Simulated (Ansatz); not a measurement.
System: sum formula AlCl$_{2}$F, net charge 0, singlet state. SMILES: [Cl][Al]([Cl])[F]
Geometry: optimised at B3LYP-D3(BJ)/def2-TZVP (Ansatz, a first-principles code).

Property: atomisation energy (electronic, to ground-state atoms); the coupled-cluster value holds the core correlation from cc-pwCVTZ, in kJ/mol. Valence correlation only, unless marked. Open shells are spin-unrestricted. Spin-orbit coupling is left out. Non-relativistic. Basis-set limits of correlation are two-point, X^-3; Hartree-Fock from the larger set (for Q and 5 zeta extrapolated as (X+1)exp(-9√X)).

Level to compare with: CCSD(T)/CBS(cc-pV(Q+d)Z,cc-pV(5+d)Z) plus the core term (Ansatz), 1474.9 kJ/mol. It is a level with limits of its own, and the differences hold the functionals' basis error too.

Question: Rank these functionals by how close they come to CCSD(T)/CBS(cc-pV(Q+d)Z,cc-pV(5+d)Z), closest first: r2SCANh/def2-TZVPD (Ansatz); LC-wPBE/def2-TZVPD (Ansatz); SVWN5/def2-TZVPD (Ansatz).

Answer: r2SCANh/def2-TZVPD (hybrid meta-GGA, 1453.5 kJ/mol, difference -21.4), LC-wPBE/def2-TZVPD (range-separated hybrid, 1441.3 kJ/mol, difference -33.6), SVWN5/def2-TZVPD (LDA, 1627.2 kJ/mol, difference 152.3)
